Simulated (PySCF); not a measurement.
PySCF job for C₅H₁₂Si, SMILES C[C@H]1CC[Si@@H]1C, TDA-PBE/def2-SVPD. Geometry: PBE0-D3(BJ)/def2-SVP. The structure was generated by enumeration; whether it is a known compound was not checked.

```python
import numpy as np
from pyscf import gto, scf, dft, tdscf

mol = gto.M(
    atom='''
    C    -1.67208569   -1.67749057    0.32302419
    C    -0.86430382   -0.56598050   -0.31387216
    C    -1.40779420    0.88442899   -0.19080400
    C    -0.09180692    1.70174505   -0.25590860
    Si    0.77102390    0.13223216    0.36704836
    C     2.42980903   -0.40794299   -0.32479208
    H    -1.80602107   -1.50532246    1.40345920
    H    -1.18092673   -2.65621234    0.20490835
    H    -2.67819622   -1.75977137   -0.12312808
    H    -0.70003293   -0.78041208   -1.38676472
    H    -2.17215968    1.15794695   -0.93932740
    H    -1.87524700    1.01088850    0.80150150
    H     0.19004566    1.91793618   -1.29976901
    H    -0.07206176    2.64326522    0.31016079
    H     0.80454864    0.07549946    1.86624422
    H     2.42565767   -0.37745118   -1.42510377
    H     3.23745232    0.24981960    0.03353857
    H     2.66969624   -1.43599643   -0.01028096
    ''',
    basis='def2-SVPD',
    charge=0,
    spin=0,
    max_memory=1600,
    verbose=4,
)
mf = dft.RKS(mol, xc='pbe').density_fit(auxbasis='def2-universal-jkfit')
mf.grids.level = 3
mf.conv_tol = 1e-9
mf.max_cycle = 100
mf.kernel()
mf.grids = dft.Grids(mol).set(level=1).build(with_non0tab=True)  # coarser grid for the response kernel
td = tdscf.TDA(mf)
td.singlet = True
td.nstates = 6
td.conv_tol = 1e-4
td.positive_eig_threshold = 1e-6
td.kernel(x0=td.get_init_guess(mf, 11))
td.analyze()
tt = tdscf.TDA(mf)
tt.singlet = False
tt.nstates = 2
tt.conv_tol = 1e-4
tt.positive_eig_threshold = 1e-6
tt.kernel(x0=tt.get_init_guess(mf, 7))
tt.analyze(verbose=3)
```

It prints:

```
PySCF version 2.14.0

[INPUT] verbose = 4
[INPUT] num. atoms = 18
[INPUT] num. electrons = 56
[INPUT] charge = 0
[INPUT] spin (= nelec alpha-beta = 2S) = 0
[INPUT] symmetry False subgroup None
[INPUT] Mole.unit = angstrom
[INPUT] Symbol           X                Y                Z      unit          X                Y                Z       unit  Magmom
[INPUT]  1 C     -1.672085690000  -1.677490570000   0.323024190000 AA   -3.159784010904  -3.169997753841   0.610427250709 Bohr   0.0
[INPUT]  2 C     -0.864303820000  -0.565980500000  -0.313872160000 AA   -1.633297508215  -1.069548136844  -0.593132420526 Bohr   0.0
[INPUT]  3 C     -1.407794200000   0.884428990000  -0.190804000000 AA   -2.660345477751   1.671328567726  -0.360567303472 Bohr   0.0
[INPUT]  4 C     -0.091806920000   1.701745050000  -0.255908600000 AA   -0.173489935140   3.215832078334  -0.483597166921 Bohr   0.0
[INPUT]  5 Si     0.771023900000   0.132232160000   0.367048360000 AA    1.457024006494   0.249882567260   0.693620874871 Bohr   0.0
[INPUT]  6 C      2.429809030000  -0.407942990000  -0.324792080000 AA    4.591673601695  -0.770900525536  -0.613768078628 Bohr   0.0
[INPUT]  7 H     -1.806021070000  -1.505322460000   1.403459200000 AA   -3.412885197494  -2.844647178557   2.652153515001 Bohr   0.0
[INPUT]  8 H     -1.180926730000  -2.656212340000   0.204908350000 AA   -2.231628092878  -5.019513851290   0.387220662137 Bohr   0.0
[INPUT]  9 H     -2.678196220000  -1.759771370000  -0.123128080000 AA   -5.061057363645  -3.325485931151  -0.232678349444 Bohr   0.0
[INPUT] 10 H     -0.700032930000  -0.780412080000  -1.386764720000 AA   -1.322870515877  -1.474765095502  -2.620605520009 Bohr   0.0
[INPUT] 11 H     -2.172159680000   1.157946950000  -0.939327400000 AA   -4.104786894023   2.188202602275  -1.775071527300 Bohr   0.0
[INPUT] 12 H     -1.875247000000   1.010888500000   0.801501500000 AA   -3.543703245912   1.910302407472   1.514618323428 Bohr   0.0
[INPUT] 13 H      0.190045660000   1.917936180000  -1.299769010000 AA    0.359134248562   3.624374104595  -2.456207454097 Bohr   0.0
[INPUT] 14 H     -0.072061760000   2.643265220000   0.310160790000 AA   -0.136176990454   4.995047340388   0.586118947679 Bohr   0.0
[INPUT] 15 H      0.804548640000   0.075499460000   1.866244220000 AA    1.520376583491   0.142673301953   3.526690457353 Bohr   0.0
[INPUT] 16 H      2.425657670000  -0.377451180000  -1.425103770000 AA    4.583828668251  -0.713279355594  -2.693055824385 Bohr   0.0
[INPUT] 17 H      3.237452320000   0.249819600000   0.033538570000 AA    6.117898226138   0.472090624548   0.063378711910 Bohr   0.0
[INPUT] 18 H      2.669696240000  -1.435996430000  -0.010280960000 AA    5.044994729381  -2.713639968553  -0.019428198698 Bohr   0.0

nuclear repulsion = 306.361528439825
number of shells = 98
number of NR pGTOs = 312
number of NR cGTOs = 220
basis = def2-SVPD
ecp = {}


[settings echo left out]
init E= -486.645106062811
  HOMO = -0.315141808444133  LUMO = -0.0464253472538827  gap/eV = 7.31215
cycle= 1 E= -486.451375140931  delta_E= 0.194  |g|= 0.681  |ddm|= 5.99
  HOMO = -0.131972196529477  LUMO = 0.0260036215236692  gap/eV = 4.29874
cycle= 2 E= -486.209631831702  delta_E= 0.242  |g|= 1.14  |ddm|= 2.54
  HOMO = -0.231305542481676  LUMO = 0.00111577843823607  gap/eV = 6.32451
cycle= 3 E= -486.581515382552  delta_E= -0.372  |g|= 0.119  |ddm|= 1.77
  HOMO = -0.222881989228167  LUMO = 0.00153657992362221  gap/eV = 6.10674
cycle= 4 E= -486.584956023407  delta_E= -0.00344  |g|= 0.0502  |ddm|= 0.266
  HOMO = -0.225537512018076  LUMO = 0.000943647564589052  gap/eV = 6.16287
cycle= 5 E= -486.585606827045  delta_E= -0.000651  |g|= 0.00914  |ddm|= 0.0688
  HOMO = -0.225617020488771  LUMO = 0.00101065682957797  gap/eV = 6.16685
cycle= 6 E= -486.585632027607  delta_E= -2.52e-05  |g|= 0.00307  |ddm|= 0.0234
  HOMO = -0.225474681458663  LUMO = 0.00106908864814876  gap/eV = 6.16457
cycle= 7 E= -486.585634815576  delta_E= -2.79e-06  |g|= 0.000623  |ddm|= 0.00695
  HOMO = -0.225487782649931  LUMO = 0.00105663961939083  gap/eV = 6.16459
cycle= 8 E= -486.585634907679  delta_E= -9.21e-08  |g|= 0.000215  |ddm|= 0.0012
  HOMO = -0.225497212780537  LUMO = 0.00105043690454316  gap/eV = 6.16468
cycle= 9 E= -486.585634919727  delta_E= -1.2e-08  |g|= 4.44e-05  |ddm|= 0.000412
  HOMO = -0.225497053910583  LUMO = 0.00105122941054341  gap/eV = 6.16469
cycle= 10 E= -486.585634920275  delta_E= -5.48e-10  |g|= 1.46e-05  |ddm|= 0.000123
  HOMO = -0.225498728403366  LUMO = 0.00105038299067944  gap/eV = 6.16472
Extra cycle  E= -486.585634920148  delta_E= 1.27e-10  |g|= 2.61e-05  |ddm|= 6.44e-05
converged SCF energy = -486.585634920148
tot grids = 61976
Overwritten attributes  positive_eig_threshold  of <class 'pyscf.tdscf.rks.TDA'>


******** <class 'pyscf.tdscf.rks.TDA'> for <class 'pyscf.df.df_jk.DFRKS'> ********
nstates = 6 singlet
deg_eia_thresh = 1.000e-03
wfnsym = None
conv_tol = 0.0001
eigh lindep = 1e-12
eigh level_shift = 0
eigh max_cycle = 100


Excitation energies (eV)
[6.24801405 6.28557069 6.45645931 6.62560648 6.73721179 6.85004231]

** Singlet excitation energies and oscillator strengths **
Excited State   1:      6.24801 eV    198.44 nm  f=0.0040
      28 -> 29        0.47465
      28 -> 30       -0.51311
Excited State   2:      6.28557 eV    197.25 nm  f=0.0037
      28 -> 29       -0.50404
      28 -> 30       -0.47699
Excited State   3:      6.45646 eV    192.03 nm  f=0.0335
      28 -> 31       -0.69502
Excited State   4:      6.62561 eV    187.13 nm  f=0.0028
      27 -> 29        0.38349
      27 -> 30       -0.58360
Excited State   5:      6.73721 eV    184.03 nm  f=0.0312
      27 -> 29        0.46728
      27 -> 30        0.37180
      27 -> 31        0.32821
      28 -> 32       -0.10171
Excited State   6:      6.85004 eV    181.00 nm  f=0.0163
      27 -> 31       -0.28127
      28 -> 32       -0.64242

** Transition electric dipole moments (AU) **
state          X           Y           Z        Dip. S.      Osc.
  1         0.1406      0.0495     -0.0635      0.0262      0.0040
  2         0.0252     -0.1354     -0.0733      0.0243      0.0037
  3         0.4214     -0.1819      0.0301      0.2115      0.0335
  4        -0.0864     -0.0278      0.0935      0.0170      0.0028
  5         0.3665     -0.2291      0.0481      0.1891      0.0312
  6        -0.1520     -0.1250     -0.2412      0.0969      0.0163

** Transition velocity dipole moments (imaginary part, AU) **
state          X           Y           Z        Dip. S.      Osc.
  1         0.0250      0.0053     -0.0172      0.0009      0.0027
  2         0.0267     -0.0059      0.0088      0.0008      0.0024
  3         0.0684     -0.0294      0.0183      0.0059      0.0165
  4        -0.0261      0.0085      0.0082      0.0008      0.0023
  5         0.0541     -0.0447     -0.0020      0.0049      0.0132
  6        -0.0469     -0.0171     -0.0442      0.0044      0.0118

** Transition magnetic dipole moments (imaginary part, AU) **
state          X           Y           Z
  1         0.1691      0.3635     -0.3041
  2        -0.3754      0.0955      0.7112
  3         0.0636     -0.3382     -0.3408
  4        -0.3798     -0.0353     -0.1197
  5        -0.1716      0.1577      0.5968
  6        -0.3132     -0.0056      0.2565


******** <class 'pyscf.tdscf.rks.TDA'> for <class 'pyscf.df.df_jk.DFRKS'> ********
nstates = 2 triplet
deg_eia_thresh = 1.000e-03
wfnsym = None
conv_tol = 0.0001
eigh lindep = 1e-12
eigh level_shift = 0
eigh max_cycle = 100


Excitation energies (eV)
[5.97997211 6.17300891]

** Triplet excitation energies and oscillator strengths **
Excited State   1:      5.97997 eV    207.33 nm  f=0.0000
Excited State   2:      6.17301 eV    200.85 nm  f=0.0000
```

Self-consistency was reached.
